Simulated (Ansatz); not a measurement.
AlH6NOSi can be A, `[NH2][AlH][SiH2]O`, or B, `[OH][AlH][NH][SiH3]`.

Gas-phase electronic energies from Ansatz, PBE0-D4/def2-TZVP geometries. CCSD(T)/CBS adds triple-zeta CCSD(T) − MP2 to the extrapolated MP2 energy (def2 sets, frozen cores). DFT in def2-TZVPP. B3LYP here is the variant with VWN-RPA as its local correlation; programs differ in this. One conformer a species, not always the lowest.

A:

Z-matrix (Å, degrees):
```
Si
Al 1 2.466
O 1 1.666 2 112.2
H 1 1.498 2 111.5 3 -124.3
H 1 1.490 2 112.0 3 117.1
N 2 1.771 1 115.9 3 -8.9
H 2 1.589 1 126.9 3 170.1
H 3 0.958 1 116.4 2 -59.9
H 6 1.008 2 125.3 1 179.4
H 6 1.008 2 124.5 1 -4.5
```

B:

Z-matrix (Å, degrees):
```
Si
N 1 1.727
H 1 1.491 2 111.8
H 1 1.483 2 108.0 3 -120.1
H 1 1.491 2 111.8 3 119.7
Al 2 1.775 1 130.8 3 120.0
H 2 1.012 1 114.2 3 -59.9
O 6 1.693 2 117.1 1 0.1
H 6 1.579 2 120.3 1 -180.0
H 8 0.955 6 123.7 2 -179.9
```

**Question.** Which is lower in electronic energy at CCSD(T)/CBS, and by how much? (Best estimate.)

**Answer.** Computed: B, by 27.6 kcal/mol.

**Question.** Give E(B) − E(A) in kcal/mol with CCSD(T)/def2-TZVPP, PBE-D4, CCSD/def2-TZVPP, HF/def2-TZVPP, B3LYP-D4, LDA (SPW92), MP2/def2-TZVPP. (Estimate.)

**Answer.** Computed: CCSD(T)/def2-TZVPP -27.9, PBE-D4 -22.3, CCSD/def2-TZVPP -28.2, HF/def2-TZVPP -29.9, B3LYP-D4 -27.0, LDA (SPW92) -23.2, MP2/def2-TZVPP -30.4. None reverses the order clearly.

**Question.** Does the order hold for the free energy at 298.15 K (harmonic terms from PBE0-D4)? (Best estimate.)

**Answer.** The calculation gave: Yes: G(B) − G(A) = -28.6 kcal/mol, for one conformer each. Modes under 60 cm⁻¹, often nearly free rotors, make the harmonic entropy too high.

Largest T1 diagnostic: 0.012.

At CCSD(T), def2-SVP lies −2.4 kcal/mol from the extrapolated value and def2-TZVPP −0.3 kcal/mol. From PBE to PBE0 (25 % exact exchange), in def2-TZVPP and without D4, E(B) − E(A) moves by −1.7 kcal/mol.
